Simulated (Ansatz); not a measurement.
C2H9BN2 can be A, `CNBCN`, or B, `CNB(C)N`.

Calculated with Ansatz (gas phase, PBE0-D4/def2-TZVP geometries, no zero-point term in ΔE). CBS: MP2 limit from def2 TZ/QZ plus the TZ coupled-cluster correction, frozen cores. Functionals use def2-TZVPP. B3LYP here is the variant with VWN-RPA as its local correlation; programs differ in this. Each species was taken in one conformer, which may not be the lowest.

Which isomer does CCSD(T)/CBS put lower? Give the gap. (Estimate.)

The calculation gave: B, by 41.7 kcal/mol.

Give E(B) − E(A) in kcal/mol with B3LYP, HF/def2-TZVPP, PBE0-D4, CCSD/def2-TZVPP, PBE-D4, B2PLYP, B3LYP-D4. (An estimate is asked.)

Computed: B3LYP -41.0, HF/def2-TZVPP -41.3, PBE0-D4 -41.6, CCSD/def2-TZVPP -41.4, PBE-D4 -40.7, B2PLYP -41.6, B3LYP-D4 -41.7. None reverses the order clearly.

Largest T1 diagnostic: 0.011.

The D4 term adds −0.8 kcal/mol with B3LYP and −0.4 kcal/mol with PBE0; it sums over pairs of atoms, weighted by their polarisabilities, and B3LYP, whose exchange is more repulsive, gets the larger term. From PBE to PBE0 (25 % exact exchange), in def2-TZVPP and without D4, E(B) − E(A) moves by −1.0 kcal/mol.
